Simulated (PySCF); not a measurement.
C2H7AlO2Si, SMILES [OH][Al]([OH])/[CH]=C/[SiH3].

Geometry: r2SCAN-D4/def2-SVP. The structure was generated by enumeration; whether it is a known compound was not checked. The values are those of a single conformer.

All values below come from TDA-PBE/def2-SVPD (PySCF).

Vertical excitations. Gas-phase values at a fixed geometry. State labels are in the subgroup Cs.

Question: List the lowest excited states. (Estimate from the structure and the level; the computed values follow.)

Answer: 
| state | symmetry | energy (eV) | λ (nm) | f | main pairs |
|---|---|---|---|---|---|
| S1 | A" | 4.99 | 249 | 0.001 | HOMO→LUMO 98 % |
| S2 | A" | 5.44 | 228 | 0.000 | HOMO−3→LUMO 99 % |
| S3 | A' | 5.47 | 227 | 0.005 | HOMO−2→LUMO 93 % |
| S4 | A" | 5.53 | 224 | 0.000 | HOMO−1→LUMO+1 100 % |
| S5 | A' | 5.55 | 223 | 0.061 | HOMO→LUMO+1 96 % |
| S6 | A' | 5.85 | 212 | 0.330 | HOMO−1→LUMO 46 %, HOMO−4→LUMO 32 %, HOMO−6→LUMO 12 % |
| S7 | A" | 6.09 | 204 | 0.001 | HOMO−5→LUMO 99 % |
| S8 | A' | 6.12 | 203 | 0.071 | HOMO−4→LUMO 61 %, HOMO−1→LUMO 17 %, HOMO−6→LUMO 14 % |
| S9 | A" | 6.18 | 201 | 0.000 | HOMO−2→LUMO+1 100 % |
| S10 | A' | 6.41 | 193 | 0.079 | HOMO−3→LUMO+1 93 % |
| T1 | A' | 3.94 | 315 | 0 | HOMO−1→LUMO 96 % |
| T2 | A" | 4.28 | 290 | 0 | HOMO→LUMO 100 % |
| T3 | A' | 5.27 | 235 | 0 | HOMO−2→LUMO 97 % |
| T4 | A' | 5.29 | 234 | 0 | HOMO→LUMO+1 96 % |
Triplets are in the Tamm–Dancoff approximation.
